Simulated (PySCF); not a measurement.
Si(OSiH3)2(H)(F) (FH7O2Si3), SMILES F[SiH](O[SiH3])O[SiH3].

The structure is a stationary point at PBE0-D3(BJ)/def2-SVP. Other conformers were not sampled.

Calculation: SMD-ωB97X/6-31G* (PySCF).

Solvation free energies are E(SMD) − E(gas) at the gas-phase geometry, for 1 M in both phases. In vacuum the dipole moment is 1.47 D.

```
solvent                ΔG(solv) (kcal/mol)  its non-electrostatic (CDS) part  dipole (D)
---------------------  -------------------  --------------------------------  ----------
water                                  2.3                               4.5        1.77
diethylether                          -2.2                              -1.0        1.66
N,N-dimethylformamide                 -1.2                               0.5        1.74
```
